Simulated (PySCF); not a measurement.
## `CC/C=C\[C@@H](F)C#N`, C$_{6}$H$_{8}$FN

Molfile (atoms numbered from 1):
```
C6H8FN
     RDKit          3D

 16 15  0  0  0  0  0  0  0  0999 V2000
    1.9000    0.8429    0.3838 C   0  0  0  0  0  0  0  0  0  0  0  0
    0.8533    0.4459   -0.6594 C   0  0  0  0  0  0  0  0  0  0  0  0
    0.3641   -0.9431   -0.4041 C   0  0  0  0  0  0  0  0  0  0  0  0
   -0.8332   -1.2910    0.0390 C   0  0  0  0  0  0  0  0  0  0  0  0
   -1.9532   -0.3296    0.3521 C   0  0  1  0  0  0  0  0  0  0  0  0
   -3.1183   -1.0252    0.5963 F   0  0  0  0  0  0  0  0  0  0  0  0
   -1.5966    0.4621    1.5205 C   0  0  0  0  0  0  0  0  0  0  0  0
   -1.2745    1.0711    2.4309 N   0  0  0  0  0  0  0  0  0  0  0  0
    1.4561    0.8519    1.3764 H   0  0  0  0  0  0  0  0  0  0  0  0
    2.2857    1.8358    0.1680 H   0  0  0  0  0  0  0  0  0  0  0  0
    2.7293    0.1395    0.3790 H   0  0  0  0  0  0  0  0  0  0  0  0
    0.0327    1.1639   -0.6322 H   0  0  0  0  0  0  0  0  0  0  0  0
    1.3094    0.4822   -1.6522 H   0  0  0  0  0  0  0  0  0  0  0  0
    1.0934   -1.7226   -0.5790 H   0  0  0  0  0  0  0  0  0  0  0  0
   -1.0875   -2.3235    0.2283 H   0  0  0  0  0  0  0  0  0  0  0  0
   -2.1683    0.3486   -0.4887 H   0  0  0  0  0  0  0  0  0  0  0  0
  1  2  1  0
  2  3  1  0
  3  4  2  0
  4  5  1  0
  5  6  1  0
  5  7  1  0
  7  8  3  0
  1  9  1  0
  1 10  1  0
  1 11  1  0
  2 12  1  0
  2 13  1  0
  3 14  1  0
  4 15  1  0
  5 16  1  6
M  END
```

Level of theory: GIAO B97-2/pcSseg-1 magnetisability, rotational g tensor and spin-rotation constants, non-relativistic, gas phase (PySCF 2.14.0). Geometry: GFN2-xTB.

**Question.** Give the nuclear spin-rotation constants along the inertial axes (H = +C I·J) beside the isotropic shieldings.

**Answer.** Rotational constants 3.1030, 1.4110, 1.0537 GHz. A star marks the isotopologue with that one atom substituted, in its own axes.
```
atom  isotope  Caa (kHz)  Cbb (kHz)  Ccc (kHz)  mean (kHz)  σ (ppm)
  F6      19F      1.234      0.452      0.627       0.771    395.4
  N8      14N      0.661      0.077      0.224       0.321    -37.6
  H9       1H     -0.182     -0.068     -0.090      -0.113     30.3
 H10       1H     -0.196     -0.112     -0.060      -0.122     30.6
 H11       1H     -0.195     -0.127     -0.053      -0.125     30.8
 H12       1H     -0.183     -0.124     -0.044      -0.117     29.8
 H13       1H     -0.148     -0.085     -0.083      -0.105     29.7
 H14       1H     -0.162     -0.051     -0.034      -0.082     25.8
 H15       1H     -0.213     -0.070     -0.007      -0.097     25.9
 H16       1H     -0.325     -0.135      0.074      -0.129     25.8
  C1     13C*      0.437      0.189      0.140       0.255    172.1
  C2     13C*      0.540      0.216      0.153       0.303    157.9
  C3     13C*      1.107      0.436      0.351       0.631     42.8
  C4     13C*      0.878      0.431      0.364       0.558     57.4
  C5     13C*      0.546      0.377      0.264       0.396    107.9
  C7     13C*      1.323      0.047      0.450       0.607     67.3
```
For the geometry as given, no vibrational averaging.

**Question.** How do the rotational constants and the g tensor change when H9, H10, H11, H12, H13, H14, H15, H16 are replaced by deuterium?

**Answer.** Constants 2.7593, 1.2425, 0.9536 GHz; g -0.0294, -0.0064, -0.0125, against -0.0331, -0.0067, -0.0137 before.
